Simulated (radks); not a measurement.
The holmium ion Ho41+, 26 electrons, occupied as [Ar] 3d8. Method: Dirac Kohn-Sham, PBEsol, spin-unpolarised, spherical densities, finite nucleus; open shells fill j = l - 1/2 first; Fermi nuclear charge, rms radius 5.2022 fm; computed with a radial shooting solver on a logarithmic mesh with Libxc functionals. Some entries of the table are withheld. Estimate them.

| orbital | occ. | eigenvalue (eV) | <r> (bohr) | <1/r> (bohr^-1) |
|---|---|---|---|---|
| 1s1/2 | 2 | -57446.83 | 0.02074 | (1) |
| 2s1/2 | 2 | -11258.80 | 0.08727 | 18.31 |
| 2p1/2 | 2 | -10826.72 | 0.07265 | (2) |
| 2p3/2 | 4 | -9964.231 | 0.07974 | (3) |
| 3s1/2 | 2 | -3907.248 | (4) | 6.917 |
| 3p1/2 | 2 | -3724.730 | 0.2116 | (5) |
| 3p3/2 | 4 | -3530.589 | 0.2236 | (6) |
| 3d3/2 | 4 | -3230.523 | 0.1954 | 6.121 |
| 3d5/2 | 4 | -3186.760 | 0.1992 | 5.974 |

Answer. 
(1) 1s1/2 <1/r> (bohr^-1): 76.02
(2) 2p1/2 <1/r> (bohr^-1): 18.28
(3) 2p3/2 <1/r> (bohr^-1): 15.93
(4) 3s1/2 <r> (bohr): 0.2226
(5) 3p1/2 <1/r> (bohr^-1): 6.839
(6) 3p3/2 <1/r> (bohr^-1): 6.241
